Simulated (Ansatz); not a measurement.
Relaxation of AlH6NOSi2 (11 atoms, charge 0, multiplicity 1), to a largest force component of 0.02 eV/Å in at most 50 steps.

Level of theory: RKS B3LYP/def2-SVP (Ansatz 0.2.0).

```xyz
11
Properties=species:S:1:pos:R:3
O -2.183 -0.264 0.228
Si -0.919 -0.832 1.134
Si 0.978 -0.186 0.190
N 1.044 1.591 -0.148
Al 0.833 0.789 -1.905
H -2.169 -0.673 -0.654
H -0.951 -2.295 1.174
H -0.953 -0.284 2.498
H 2.295 -0.564 0.853
H 1.950 1.939 -0.041
H 0.139 0.723 -3.308
```

Problem. Where does it end, and by what steps?

Solution. The run converged. The force dipped under the threshold on the way, but the program's further checks kept it going. After 11 steps the energy has fallen by 1.391 eV; H11 moved furthest, 0.95 Å.

| step | energy less start (eV) | largest force component (eV/Å) | accepted |
| --- | --- | --- | --- |
| 0 | 0.0000 | 2.598 | yes |
| 1 | -0.6326 | 1.489 | yes |
| 2 | -0.9641 | 2.178 | yes |
| 3 | -1.1515 | 1.290 | yes |
| 4 | -1.2436 | 1.832 | yes |
| 5 | -1.3712 | 0.340 | yes |
| 6 | -1.3716 | 0.272 | yes |
| 7 | -1.3875 | 0.160 | yes |
| 8 | -1.3894 | 0.072 | yes |
| 9 | -1.3911 | 0.024 | yes |
| 10 | -1.3914 | 0.009 | yes |
| 11 | -1.3915 | 0.014 | yes |

```xyz
11
Properties=species:S:1:pos:R:3
O -2.288 -0.449 0.376
Si -0.907 -0.826 1.263
Si 1.009 -0.335 -0.021
N 1.212 1.405 -0.436
Al 0.888 0.780 -2.068
H -2.398 -0.936 -0.450
H -0.901 -2.266 1.688
H -1.002 0.020 2.488
H 2.232 -1.003 0.542
H 1.408 2.197 0.172
H 0.812 1.357 -3.534
```

Run time: 24 s on 2 threads of Intel(R) Xeon(R) 6975P-C (Granite Rapids), with other jobs on the host, peak memory 0.28 GiB.
